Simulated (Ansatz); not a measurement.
Ansatz (an electronic-structure program) input (r2SCAN/def2-TZVPD):

Ansatz 0.2 input:
```yaml
crystal:
  periodic: [false, false, false]
  atoms:
    - {symbol: O, position_ang: [1.94845223, 0.02553750, 0.07432533]}
    - {symbol: C, position_ang: [0.61456654, 0.13194393, 0.02368166]}
    - {symbol: C, position_ang: [-0.18789371, 1.23010257, -0.00479442]}
    - {symbol: C, position_ang: [-1.49318771, 0.66455060, -0.05564181]}
    - {symbol: C, position_ang: [-1.44304694, -0.67379156, -0.05630700]}
    - {symbol: O, position_ang: [-0.08695554, -1.02318006, -0.00528463]}
    - {symbol: H, position_ang: [2.19057778, -0.90971195, 0.08175476]}
    - {symbol: H, position_ang: [0.11701731, 2.26003364, 0.00881179]}
    - {symbol: H, position_ang: [-2.14219768, -1.48601438, -0.08452274]}
basis:
  gaussian:
    orbitals: def2-TZVPD
hamiltonian:
  xc: {name: r2SCAN}
magnetization: {spin_polarized: true, initial_magnetization: 1}
output: {forces: true}
```

End of the output:

```
integrals: 0.17 GiB planned
1217 factors; their error is unknown
0.47 GiB of the device are held for the grids
1.37 GiB of device memory are held for the factors and their scratch space
mean field: 1.64 GiB planned
mean field evaluation 1: about -8277.4623 eV, gradient 4.7e1 eV
mean field evaluation 2: about -8271.7186 eV, gradient 5.8e1 eV
mean field evaluation 4: about -8286.1587 eV, gradient 6.7e0 eV
mean field evaluation 8: about -8286.3663 eV, gradient 2.8e-1 eV
mean field evaluation 16: about -8286.3310 eV, gradient 3.3e-3 eV
mean field -8286.33095607 eV, -304.5170459587 hartree, gradient 6.5e-5 eV, S^2 0.762448; 0 other end points of the search recorded, 0 dependent functions left out
the calculation of the forces begins
reference -8286.33097653 eV, -304.5170467107 hartree; 22, 21 occupied and 233, 234 virtual orbitals, 1217 factors
Total energy: -8286.33097653 eV, -304.5170467107 hartree
Atom 0 at     1.948452     0.025538     0.074325 Å, force    -0.050700     0.071243    -0.001796 eV/Å
Atom 1 at     0.614567     0.131944     0.023682 Å, force     0.012751    -0.065897     0.000359 eV/Å
Atom 2 at    -0.187894     1.230103    -0.004794 Å, force    -0.161393     0.031596    -0.006092 eV/Å
Atom 3 at    -1.493188     0.664551    -0.055642 Å, force     0.148371     0.176182     0.005995 eV/Å
Atom 4 at    -1.443047    -0.673792    -0.056307 Å, force     0.048282    -0.039107     0.001765 eV/Å
Atom 5 at    -0.086956    -1.023180    -0.005285 Å, force     0.032085    -0.110864     0.001010 eV/Å
Atom 6 at     2.190578    -0.909712     0.081755 Å, force    -0.037728    -0.051212    -0.001537 eV/Å
Atom 7 at     0.117017     2.260034     0.008812 Å, force     0.023006     0.059508     0.000992 eV/Å
Atom 8 at    -2.142198    -1.486014    -0.084523 Å, force    -0.014676    -0.071450    -0.000697 eV/Å
Dipole moment:     0.151558    -0.254344     0.005288 e Å
```

It need not be the lowest isomer of its formula.
